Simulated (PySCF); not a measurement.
H3IOSiZn (SMILES [SiH3][O][Zn][I]), singlet, at a GFN2-xTB geometry (such geometries of metal compounds can be far from the true shape) (all electrons, no relativity); PySCF with CASSCF(2,4)/STO-3G.

Input for PySCF:
```python
from pyscf import gto, scf, mcscf
import numpy

mol = gto.Mole()
mol.atom = '''
    Zn    0.162488   -0.101921   -0.524949
    I    -0.971521    0.649251    1.453921
    O     1.289808   -0.871269   -1.536610
    Si    2.097524   -1.409169   -2.824977
    H     1.174223   -2.217702   -3.628340
    H     3.193720   -2.193993   -2.256819
    H     2.564212   -0.242414   -3.581606
'''
mol.basis = 'sto-3g'
mol.charge = 0
mol.spin = 0
mol.verbose = 4
mol.build()

mf = scf.RHF(mol)
mf.kernel()
mc = mcscf.CASSCF(mf, 4, 2)
mc.fix_spin_(ss=0.0)
mc.kernel()
occ = numpy.linalg.eigvalsh(mc.fcisolver.make_rdm1(mc.ci, mc.ncas, mc.nelecas))[::-1]
ss = mc.fcisolver.spin_square(mc.ci, mc.ncas, mc.nelecas)[0]
print('natural occupations', occ.round(4), ' <S^2>', round(ss, 4))
```

**Question.** Write the output that PySCF gives for this input, abridged.

**Answer.** 
```
PySCF version 2.14.0

[INPUT] verbose = 4
[INPUT] num. atoms = 7
[INPUT] num. electrons = 108
[INPUT] charge = 0
[INPUT] spin (= nelec alpha-beta = 2S) = 0
[INPUT] symmetry False subgroup None
[INPUT] Mole.unit = angstrom
[INPUT] Symbol           X                Y                Z      unit          X                Y                Z       unit  Magmom
[INPUT]  1 Zn     0.162488000000  -0.101921000000  -0.524949000000 AA    0.307057818528  -0.192602776342  -0.992009839364 Bohr   0.0
[INPUT]  2 I     -0.971521000000   0.649251000000   1.453921000000 AA   -1.835908614264   1.226906576100   2.747512496754 Bohr   0.0
[INPUT]  3 O      1.289808000000  -0.871269000000  -1.536610000000 AA    2.437383873273  -1.646459790824  -2.903772060268 Bohr   0.0
[INPUT]  4 Si     2.097524000000  -1.409169000000  -2.824977000000 AA    3.963745899702  -2.662943473227  -5.338432838195 Bohr   0.0
[INPUT]  5 H      1.174223000000  -2.217702000000  -3.628340000000 AA    2.218959879165  -4.190849405900  -6.856568886804 Bohr   0.0
[INPUT]  6 H      3.193720000000  -2.193993000000  -2.256819000000 AA    6.035256118546  -4.146045889213  -4.264769822715 Bohr   0.0
[INPUT]  7 H      2.564212000000  -0.242414000000  -3.581606000000 AA    4.845658405323  -0.458096068760  -6.768254426099 Bohr   0.0

nuclear repulsion = 701.134162550368
number of shells = 30
number of NR pGTOs = 186
number of NR cGTOs = 62
basis = sto-3g
ecp = {}

******** <class 'pyscf.scf.hf.RHF'> ********
method = RHF
initial guess = minao
damping factor = 0
level_shift factor = 0
DIIS = <class 'pyscf.scf.diis.CDIIS'>
diis_start_cycle = 1
diis_space = 8
diis_damp = 0
SCF conv_tol = 1e-09
SCF conv_tol_grad = None
SCF max_cycles = 50
direct_scf = True
direct_scf_tol = 1e-13
Set gradient conv threshold to 3.16228e-05
Initial guess from minao.
init E= -8944.81284320315
  HOMO = -0.567008241169361  LUMO = -0.391582936363072  gap/eV = 4.77357
cycle= 1 E= -8968.9379785032  delta_E= -24.1  |g|= 0.678  |ddm|= 3.16
  HOMO = 0.0743024502295946  LUMO = 0.343326951423255  gap/eV = 7.32053
cycle= 2 E= -8969.22649947343  delta_E= -0.289  |g|= 0.366  |ddm|= 2.15
  HOMO = -0.153741361197347  LUMO = 0.234109061158924  gap/eV = 10.55395
cycle= 3 E= -8969.2613579574  delta_E= -0.0349  |g|= 0.105  |ddm|= 0.485
  HOMO = -0.184907106138697  LUMO = 0.221983651853843  gap/eV = 11.07206
cycle= 4 E= -8969.26864400086  delta_E= -0.00729  |g|= 0.0309  |ddm|= 0.314
  HOMO = -0.176151431601445  LUMO = 0.222895017206671  gap/eV = 10.85861
cycle= 5 E= -8969.26926146044  delta_E= -0.000617  |g|= 0.0169  |ddm|= 0.0749
  HOMO = -0.177073838168721  LUMO = 0.219298558159111  gap/eV = 10.78584
cycle= 6 E= -8969.26955419959  delta_E= -0.000293  |g|= 0.0043  |ddm|= 0.0705
  HOMO = -0.177820934700091  LUMO = 0.21974471818388  gap/eV = 10.81831
cycle= 7 E= -8969.2695843503  delta_E= -3.02e-05  |g|= 0.00188  |ddm|= 0.0252
  HOMO = -0.177655712193105  LUMO = 0.219893262584906  gap/eV = 10.81786
cycle= 8 E= -8969.26959081738  delta_E= -6.47e-06  |g|= 0.00122  |ddm|= 0.0115
  HOMO = -0.177730022236208  LUMO = 0.219883258644015  gap/eV = 10.81961
cycle= 9 E= -8969.26959358098  delta_E= -2.76e-06  |g|= 0.001  |ddm|= 0.005
  HOMO = -0.177724575134553  LUMO = 0.219974198422292  gap/eV = 10.82193
cycle= 10 E= -8969.26959764293  delta_E= -4.06e-06  |g|= 0.000665  |ddm|= 0.00842
  HOMO = -0.177741824442562  LUMO = 0.22000142140548  gap/eV = 10.82314
cycle= 11 E= -8969.26960012633  delta_E= -2.48e-06  |g|= 0.000294  |ddm|= 0.00976
  HOMO = -0.177739833709866  LUMO = 0.22001228954049  gap/eV = 10.82339
cycle= 12 E= -8969.26960043844  delta_E= -3.12e-07  |g|= 0.000195  |ddm|= 0.00326
  HOMO = -0.177739484536961  LUMO = 0.220011463653754  gap/eV = 10.82335
cycle= 13 E= -8969.26960052776  delta_E= -8.93e-08  |g|= 0.000166  |ddm|= 0.000919
  HOMO = -0.177740405582893  LUMO = 0.22001079380925  gap/eV = 10.82336
cycle= 14 E= -8969.26960067181  delta_E= -1.44e-07  |g|= 0.000108  |ddm|= 0.00179
  HOMO = -0.177742841523622  LUMO = 0.220003872222062  gap/eV = 10.82324
cycle= 15 E= -8969.26960075812  delta_E= -8.63e-08  |g|= 2.54e-05  |ddm|= 0.00243
  HOMO = -0.177744762575403  LUMO = 0.220001328506773  gap/eV = 10.82322
cycle= 16 E= -8969.26960076005  delta_E= -1.92e-09  |g|= 1.15e-05  |ddm|= 0.000329
  HOMO = -0.177743150372921  LUMO = 0.220002205910209  gap/eV = 10.82320
cycle= 17 E= -8969.26960076018  delta_E= -1.29e-10  |g|= 3.19e-06  |ddm|= 6.52e-05
  HOMO = -0.177743916542825  LUMO = 0.220001342593123  gap/eV = 10.82320
Extra cycle  E= -8969.26960076019  delta_E= -1.09e-11  |g|= 1.59e-06  |ddm|= 9.04e-06
converged SCF energy = -8969.26960076019

******** <class 'pyscf.mcscf.mc1step.CASSCF'> ********
CAS (1e+1e, 4o), ncore = 53, nvir = 5
max_cycle_macro = 50
max_cycle_micro = 4
conv_tol = 1e-07
conv_tol_grad = None
orbital rotation max_stepsize = 0.02
orbital rotation threshold for CI restart = 0.01
augmented hessian ah_max_cycle = 30
augmented hessian ah_conv_tol = 1e-12
augmented hessian ah_linear dependence = 1e-14
augmented hessian ah_level shift = 1e-08
augmented hessian ah_start_tol = 2.5
augmented hessian ah_start_cycle = 3
augmented hessian ah_grad_trust_region = 3
kf_trust_region = 3
kf_interval = 4
ci_response_space = 4
ci_grad_trust_region = 3
with_dep4 0
natorb = False
canonicalization = True
sorting_mo_energy = False
ao2mo_level = 2
internal_rotation = False
******** <class 'pyscf.fci.addons.SpinPenaltyFCISolver'> ********
max. cycles = 50
conv_tol = 1e-08
davidson only = True
linear dependence = 1e-12
level shift = 0.001
max iter space = 12
nroots = 1
pspace_size = 400
spin = None
CASCI E = -8969.31381765512  S^2 = 0.0000000
Set conv_tol_grad to 0.000316228
macro iter   1 ( 21 JK    4 micro), CASSCF E = -8969.33342379097  dE = -1.96061358e-02  S^2 = 0.0000000
               |grad[o]|=0.0961  |grad[c]|=0.0397  |ddm|=0.112  |maxRot[o]|=0.195
macro iter   2 ( 17 JK    4 micro), CASSCF E = -8969.33513579595  dE = -1.71200498e-03  S^2 = 0.0000000
               |grad[o]|=0.0304  |grad[c]|=0.00702  |ddm|=0.0149  |maxRot[o]|=0.078
macro iter   3 ( 19 JK    4 micro), CASSCF E = -8969.33518268077  dE = -4.68848157e-05  S^2 = 0.0000000
               |grad[o]|=0.0028  |grad[c]|=0.000882  |ddm|=0.00528  |maxRot[o]|=0.0282
macro iter   4 (  9 JK    2 micro), CASSCF E = -8969.33518468571  dE = -2.00494105e-06  S^2 = 0.0000000
               |grad[o]|=0.000655  |grad[c]|=5.55e-05  |ddm|=0.001  |maxRot[o]|=0.007
macro iter   5 (  6 JK    1 micro), CASSCF E = -8969.33518469721  dE = -1.15051080e-08  S^2 = 0.0000000
               |grad[o]|=4.05e-05  |grad[c]|=2.43e-05  |ddm|=6.59e-05  |maxRot[o]|=0.000712
1-step CASSCF converged in   5 macro ( 72 JK  15 micro) steps
CASSCF canonicalization
Density matrix diagonal elements [1.72506184 0.01274186 0.0398147  0.22238161]
CASSCF energy = -8969.33518469721
CASCI E = -8969.33518469721  E(CI) = -0.918630009558910  S^2 = 0.0000000
natural occupations [1.7431 0.2373 0.0127 0.0069]  <S^2> 0.0
```
